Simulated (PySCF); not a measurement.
Converging SrS in the basis (PBE)

PySCF, UKS reference; singlet, unpaired electrons none; De to Sr + S without counterpoise correction.

```json
{"basis": "def2-SVP", "relativity": "scalar-relativistic core potentials", "functions": "41", "Re (Å)": "2.464", "ωe (cm⁻¹)": "393", "De (eV)": "3.92", "μ (D)": "-9.20"}
{"basis": "def2-SVPD", "relativity": "scalar-relativistic core potentials", "functions": "53", "Re (Å)": "2.475", "ωe (cm⁻¹)": "384", "De (eV)": "3.85", "μ (D)": "-9.97"}
{"basis": "x2c-TZVPPall", "relativity": "spin-free X2C", "functions": "121", "Re (Å)": "2.435", "ωe (cm⁻¹)": "391", "De (eV)": "3.92", "μ (D)": "-9.48"}
```

Problem. How does each smaller set differ from the one with most functions, x2c-TZVPPall?

Solution. def2-SVP: +2.9 pm, +0.5 % in ωe, +0.00 eV in De; def2-SVPD: +4.0 pm, -1.8 % in ωe, -0.07 eV in De. All at PBE; the set with most functions is neither the basis-set limit nor always the best. The rows treat relativity differently, so the differences are not basis effects alone.

A positive dipole means Sr(−)S(+). Measured (Huber and Herzberg, Constants of Diatomic Molecules (1979)): Re = 2.4405 Å, ωe = 388.38 cm⁻¹.
